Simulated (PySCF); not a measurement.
A calculated (revPBE, PySCF 2.14, dyall-av2z, the non-relativistic Hamiltonian (point nucleus)) atom or ion has these occupied shells.

| shell | electrons | orbital energy (eV) | rms radius, mean of both spins (bohr) |
| --- | --- | --- | --- |
| 1s α | 1 | -6959.3 | 0.0685 |
| 1s β | 1 | -6959.3 | 0.0685 |
| 2s α | 1 | -833.61 | 0.293 |
| 2s β | 1 | -830.90 | 0.293 |
| 2p α | 3 | -722.57 | 0.262 |
| 2p β | 3 | -720.55 | 0.262 |
| 3s α | 1 | -119.91 | 0.874 |
| 3s β | 1 | -113.86 | 0.874 |
| 3p α | 3 | -87.349 | 0.922 |
| 3p β | 3 | -81.355 | 0.922 |
| 3d α | 5 | -34.396 | 1.12 |
| 4s α | 1 | -22.907 | 2.66 |

Question: Name the element and its charge.

Answer: Fe(2+) (iron, charge +2), in [Ar] 3d5 4s1, high-spin 7S determinant (an excited configuration).
